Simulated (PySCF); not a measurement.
Job for PySCF: R-M06-2X/6-31G* on H5P (a complex).

```python
from pyscf import gto, scf, dft, mp
from pyscf.data.elements import chemcore

mol = gto.M(
    atom='''
    P    -0.17174498    0.15678966   -0.14074234
    H    -1.49194435   -0.11720154    0.29923090
    H    -0.48995360   -0.05068976   -1.50775205
    H     0.26103284   -1.17997218    0.05251970
    H     0.08293331   -0.26801023    3.51266804
    H     0.30819009    0.22197902    2.99954857
    ''',
    basis='6-31g*',
    cart=True,
    charge=0, spin=0, verbose=3, max_memory=1800)
mf = dft.RKS(mol, xc='m062x')
mf.conv_tol = 1e-8
mf.max_cycle = 100
mf.kernel()
if not mf.converged:
    mf = mf.newton().run(mf.mo_coeff, mf.mo_occ)
```

Problem. Predict the final total energy.

Solution. -344.2474 hartree.
